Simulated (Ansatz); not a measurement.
CH7AlClNSi (`[AlH2][NH][SiH2]CCl`) at its PBE0-D4/def2-TZVP geometry, where that method's forces vanish. The species carries charge 0 and has multiplicity 1.

```tsv
atom	x (Å)	y (Å)	z (Å)
Al1	1.933	0.100	0.417
N2	0.346	0.059	1.315
Si3	-1.032	-0.535	0.515
C4	-1.079	0.262	-1.221
Cl5	0.623	0.355	-1.822
H6	2.591	-1.283	0.012
H7	2.776	1.441	0.533
H8	0.176	0.809	1.971
H9	-0.955	-1.999	0.274
H10	-2.312	-0.189	1.189
H11	-1.623	-0.310	-1.972
H12	-1.444	1.289	-1.211
```

(1) For each bond, give half the difference of the two atoms' forces along it (eV/Å; positive pushes the atoms apart) under PBE-D4, r2SCAN-D4, B3LYP-D4, ωB97M-V in def2-TZVPP. (Estimate.)

Results:

(1) The calculation gave: 
```
   bond  length (Å)  PBE-D4  r2SCAN-D4  B3LYP-D4  ωB97M-V
 Al1–N2       1.824    0.06       0.03      0.09     0.10
 Al1–H6       1.584    0.01      -0.03     -0.10    -0.13
 Al1–H7       1.587    0.01      -0.03     -0.12    -0.14
 N2–Si3       1.700    0.18       0.03      0.12     0.10
  N2–H8       1.011    0.18       0.02     -0.03    -0.03
 Si3–C4       1.911   -0.05      -0.01      0.07     0.05
 Si3–H9       1.486    0.03      -0.03     -0.11    -0.14
Si3–H10       1.488    0.02      -0.03     -0.15    -0.16
 C4–Cl5       1.807    0.22       0.29      0.42     0.19
 C4–H11       1.090    0.11      -0.05     -0.13    -0.10
 C4–H12       1.090    0.11      -0.05     -0.12    -0.10
```

B3LYP here is the variant with VWN-RPA as its local correlation; programs differ in this.

Results of the Gaussian-basis code of Ansatz.
